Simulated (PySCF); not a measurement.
## CH10NSi3: g tensor and hyperfine couplings

Species: CH10NSi3 (doublet state).
Z-matrix (Å and degrees, GFN2-xTB geometry), rows numbered from 1:
```
N 
Si  1  1.6382
Si  2  2.4074  1  101.45
C   3  1.8889  2  108.68  1    38.69
Si  4  1.9057  3  115.73  2    66.68
H   1  1.0079  2  123.50  3    92.75
H   2  1.4642  1  111.09  3   107.77
H   2  1.4737  1  128.40  3  -114.85
H   3  1.4662  2  108.38  1   160.67
H   3  1.4679  2  108.24  1   -83.13
H   4  1.0907  3  108.70  2  -170.41
H   4  1.0895  3  108.32  2   -54.94
H   5  1.4579  4  110.49  3   -62.05
H   5  1.4686  4  108.49  3    59.03
H   5  1.4672  4  108.68  3   176.63
```

The hyperfine couplings belong to this conformer and change with its torsions.

As a line formula: `[NH][SiH2][SiH2]C[SiH3]` [radical].

Theory: UKS B3LYP, pcH-1 on C H N Si, non-relativistic, mean-field spin-orbit, GIAO (PySCF). Isolated species at its GFN2-xTB geometry (one conformer only). The geometry wasn't refined by DFT: couplings that depend on bond lengths, twists or pyramidal angles can differ widely from those at the functional's own minimum. The SCF solution wasn't tested for stability.

| Quantity | Value |
| --- | --- |
| g1, g2, g3 | 2.00209, 2.00433, 2.00944 |
| g_iso | 2.00528 |
| Form of g | rhombic: the two nearest values differ by 30 % of g3 − g1 |
| ⟨S²⟩ | 0.7575 (exact 0.7500) |
| HOMO–LUMO gap, α and β orbitals | 6.84, 3.73 eV |
| Basis functions | 255 |

Isotropic coupling and dipolar principal values T1 to T3, in MHz; ρ(0) is the spin density at the nucleus:

| atom | isotope | a_iso | of which spin–orbit | T1 | T2 | T3 | Mulliken spin population | ρ(0) (bohr⁻³) |
| --- | --- | --- | --- | --- | --- | --- | --- | --- |
| N1 | 14N | 23.8 | 0.1 | -35.3 | -34.1 | 69.4 | 0.80 | 0.0734 |
| Si2 | 29Si | 60.5 | -0.1 | -5.2 | -0.1 | 5.3 | -0.06 | -0.0683 |
| Si3 | 29Si | -141.4 | 0.2 | -51.2 | 25.0 | 26.2 | 0.21 | 0.1593 |
| C4 | 13C | -3.7 | 0.0 | -1.0 | -0.3 | 1.3 | 0.00 | -0.0033 |
| Si5 | 29Si | 0.1 | 0.0 | -0.4 | 0.2 | 0.2 | 0.00 | -0.0001 |
| H6 | 1H | -47.1 | 0.2 | -43.4 | -7.7 | 51.1 | -0.03 | -0.0106 |
| H7 | 1H | 67.4 | 0.0 | -3.1 | -1.7 | 4.8 | 0.04 | 0.0151 |
| H8 | 1H | 31.8 | 0.0 | -2.7 | -1.6 | 4.4 | 0.02 | 0.0071 |
| H9 | 1H | 39.1 | 0.0 | -3.6 | -0.2 | 3.8 | 0.03 | 0.0087 |
| H10 | 1H | 8.3 | 0.0 | -3.1 | -0.8 | 3.9 | 0.00 | 0.0019 |
| H11 | 1H | 6.9 | 0.0 | -1.6 | -0.3 | 1.9 | 0.00 | 0.0015 |
| H12 | 1H | -1.0 | 0.0 | -3.0 | -1.6 | 4.6 | 0.00 | -0.0002 |
| H13 | 1H | 0.1 | 0.0 | -1.5 | -1.1 | 2.6 | 0.00 | 0.0000 |
| H14 | 1H | 0.3 | 0.0 | -0.8 | -0.5 | 1.3 | 0.00 | 0.0001 |
| H15 | 1H | 0.0 | 0.0 | -0.6 | -0.5 | 1.1 | 0.00 | 0.0000 |

The largest Mulliken spin populations are on N1 (+0.80) and Si3 (+0.21).

Axes: g1 points within 10° of the Si2–Si3 bond and g3 points within 7° of the N1–H6 bond.

Under fast tumbling the dipolar parts average out, and these isotropic splittings remain: 2 × 1H (H7/H8, I = 1/2, 3 lines) with 1.77 mT, 1 × 1H (H6, I = 1/2, 2 lines) with 1.68 mT, 1 × 14N (N1, I = 1, 3 lines) with 0.85 mT, 2 × 1H (H9/H10, I = 1/2, 3 lines) with 0.84 mT and 2 × 1H (H11/H12, I = 1/2, 3 lines) with 0.11 mT.

Means are taken over nuclei equivalent by connectivity, which assumes that they swap fast. The 1H value of +49.6 MHz is a mean of couplings from 31.8 to 67.4 MHz in this one geometry, not an average over conformers. The 1H value of +23.7 MHz is a mean of couplings from 8.3 to 39.1 MHz in this one geometry, not an average over conformers.

The 29Si coupling of Si3 (-141.4 MHz) shows only in satellite lines or after enrichment, since that isotope makes up about 4.7 % of natural silicon.

Examples of negative spin density at the nucleus (bohr⁻³): Si2 (-0.0683), H6 (-0.0106) and C4 (-0.0033).

Hardware: one thread, Arm Neoverse V2 (shared host). Cost: 51 s wall.
